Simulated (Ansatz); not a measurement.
Gas-phase electronic energies from Ansatz, PBE0-D4/def2-TZVP geometries. CCSD(T)/CBS is the MP2 limit (def2-TZVPP, def2-QZVPP) plus CCSD(T) − MP2 in def2-TZVPP, frozen cores. This one scheme is used for every species. Functionals use def2-TZVPP. For Ga outer-core shells are correlated without core-valence functions, which leaves a few kJ/mol of doubt a bond. Scalar relativity is left out up to krypton. Each species was taken in one conformer, which may not be the lowest.

Consider the ligand exchange at a Ga–N bond: `O=C=[N][Ga]([Cl])[Cl]` + `CC(C)N` → `CC(C)[NH][Ga]([Cl])[Cl]` + `N=C=O`.

CCSD(T)/CBS gives +19.8 kJ/mol.

Task: Another level gave +27.4 kJ/mol. Which?
A. r2SCANh-D4/def2-TZVPP
B. r2SCAN0/def2-TZVPP
C. revPBE-D4/def2-TZVPP
D. HF/def2-TZVPP

Result: B. r2SCAN0 27.4, r2SCANh-D4 22.7, HF/def2-TZVPP 47.2, revPBE-D4 17.4 kJ/mol.

Task: What do rigid-rotor, harmonic-oscillator terms from PBE0-D4/def2-TZVP frequencies (298.15 K, 1 bar) make of the CCSD(T)/CBS value? (Best estimate.)

Result: Ansatz gave: ΔZPE = -6.4 kJ/mol, ΔH = +15.1 kJ/mol, ΔS = -5 J/(mol·K), ΔG = +16.6 kJ/mol. Modes under 50 cm⁻¹ make the entropy rough.

Largest T1 diagnostic among the species: 0.018.

From PBE to PBE0 (25 % exact exchange), in def2-TZVPP and without D4, ΔE moves by +6.2 kJ/mol. The D4 term adds −6.4 kJ/mol with B3LYP and −4.0 kJ/mol with PBE0; it sums over pairs of atoms, weighted by their polarisabilities, and B3LYP, whose exchange is more repulsive, gets the larger term.

B3LYP here is the variant with VWN-RPA as its local correlation; programs differ in this.
